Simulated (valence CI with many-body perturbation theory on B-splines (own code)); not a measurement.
Which ion has this spectrum?

A relativistic CI+MBPT calculation for an atom or ion with 33 electrons gives these levels (cm⁻¹):

```csv
J,Parity,E,g
3/2,odd,0.0,1.99
3/2,odd,17134,0.86
5/2,odd,18781,1.20
1/2,odd,31183,0.67
3/2,odd,33513,1.29
5/2,even,118508,1.60
3/2,even,122160,1.73
1/2,even,123842,2.66
3/2,even,145565,0.81
5/2,even,146438,1.20
3/2,even,163210,1.32
1/2,even,165952,0.85
3/2,even,172409,0.43
5/2,even,173796,1.05
```

The energies are calculated, with errors of about 170 cm⁻¹, more in some levels.

(1) Which is it?
A. Y6+
B. Br2+
C. Rb4+
D. Kr3+

Answers

(1) D. Kr3+, ground level 4s²4p³ ⁴S°_3/2.
